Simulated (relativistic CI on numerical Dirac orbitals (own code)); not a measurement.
What each ingredient does to the levels of V¹⁸⁺

Base calculation: Dirac-Coulomb-Breit CI, orbitals from a KLI potential per configuration, a model potential for QED, unscaled Slater integrals.

Configurations in the expansion (outside the closed core 1s2): 2s2 2p, 2s 2p2, 2p3, 2p2 3s, 2p2 3p, 2p2 3d, 2s2 3s, 2s2 3p, 2s2 3d, 2s 2p 3s, 2s 2p 3p, 2s 2p 3d, 2s2 4s, 2s2 4p, 2s2 4d, 2s2 4f. Levels of other configurations are missing.

The lowest level and the first level of each name with at least 55 % of one term (blank where a level has no safe partner in the second run):

```tsv
Level	Base (eV)	Shift (eV)
2s2 2p 2P°_1/2	0.000	0.000
2s2 2p 2P°_3/2	8.486	+0.009
2s 2p2 4P_1/2	40.691	-0.005
2s 2p2 4P_3/2	44.315	-0.005
2s 2p2 4P_5/2	48.406	-0.004
2s 2p2 2D_3/2	74.624	-0.001
2s 2p2 2D_5/2	75.633	-0.001
2s 2p2 2P_3/2	100.676	-0.005
2p3 4S°_3/2	127.858	+0.026
2p3 2D°_3/2	143.971	+0.054
2p3 2D°_5/2	145.671	+0.052
2p3 2P°_1/2	161.716	+0.036
2p3 2P°_3/2	164.813	+0.032
2s2 3s 2S_1/2	757.444	+0.502
```

At this charge energies of transitions that change n are usually good to better than 1 %, and those within a shell (Δn = 0) to a few per cent.

One thing was changed in a second run, which moved the levels as shown. Which?
A. Breit term removed
B. configuration mixing switched off
C. one mean potential for all configurations
D. QED terms removed
E. P86 correlation estimate

C. One mean potential for all configurations. One potential for all configurations removes the relaxation of the orbitals, which moves whole configurations and changes the integrals a little.

LS names give the leading component of a level, which can be under half, so a name can repeat, a term be missing and a line seem to break the LS rules.
